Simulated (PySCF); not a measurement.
CH6CdOSi, SMILES [SiH3][O][Cd][CH3].

The structure is a stationary point at PBE0-D3(BJ)/def2-SVP. The structure was generated by enumeration; whether it is a known compound was not checked. The def2 effective core potentials stand for the cores of Cd; spin–orbit coupling is left out. One conformer was computed; it need not be the lowest.

All values below come from PySCF 2.14.0 with TDDFT-M06-2X/def2-SVPD.

Vertical excitations. 

```json
[
 {"state": "S1", "energy (eV)": "5.96", "λ (nm)": "208", "f": "0.004", "main pairs": "HOMO→LUMO 86 %"},
 {"state": "S2", "energy (eV)": "6.22", "λ (nm)": "199", "f": "0.058", "main pairs": "HOMO−1→LUMO 77 %"},
 {"state": "S3", "energy (eV)": "6.72", "λ (nm)": "184", "f": "0.005", "main pairs": "HOMO→LUMO+1 56 %, HOMO−1→LUMO+2 33 %"},
 {"state": "S4", "energy (eV)": "6.74", "λ (nm)": "184", "f": "0.257", "main pairs": "HOMO−2→LUMO 76 %"},
 {"state": "S5", "energy (eV)": "6.75", "λ (nm)": "184", "f": "0.092", "main pairs": "HOMO−1→LUMO+1 75 %"},
 {"state": "S6", "energy (eV)": "6.77", "λ (nm)": "183", "f": "0.036", "main pairs": "HOMO−1→LUMO+2 56 %, HOMO→LUMO+1 34 %"},
 {"state": "S7", "energy (eV)": "6.96", "λ (nm)": "178", "f": "0.124", "main pairs": "HOMO→LUMO+2 71 %, HOMO−2→LUMO+1 11 %"},
 {"state": "S8", "energy (eV)": "7.23", "λ (nm)": "172", "f": "0.060", "main pairs": "HOMO−2→LUMO+2 89 %"},
 {"state": "S9", "energy (eV)": "7.24", "λ (nm)": "171", "f": "0.052", "main pairs": "HOMO−2→LUMO+1 75 %"},
 {"state": "S10", "energy (eV)": "7.84", "λ (nm)": "158", "f": "0.000", "main pairs": "HOMO→LUMO+3 29 %, HOMO→LUMO+5 23 %, HOMO→LUMO+4 23 %, HOMO−3→LUMO 15 %"},
 {"state": "T1", "energy (eV)": "5.49", "λ (nm)": "226", "f": "0", "main pairs": "HOMO−1→LUMO 62 %, HOMO−2→LUMO 26 %"},
 {"state": "T2", "energy (eV)": "5.71", "λ (nm)": "217", "f": "0", "main pairs": "HOMO→LUMO 81 %"},
 {"state": "T3", "energy (eV)": "5.93", "λ (nm)": "209", "f": "0", "main pairs": "HOMO−2→LUMO 57 %, HOMO−1→LUMO 20 %"},
 {"state": "T4", "energy (eV)": "6.47", "λ (nm)": "192", "f": "0", "main pairs": "HOMO−1→LUMO+1 54 %, HOMO−2→LUMO+1 36 %"}
]
```
Triplets are in the Tamm–Dancoff approximation, which puts them higher than full response would, so one can lie above its singlet here.
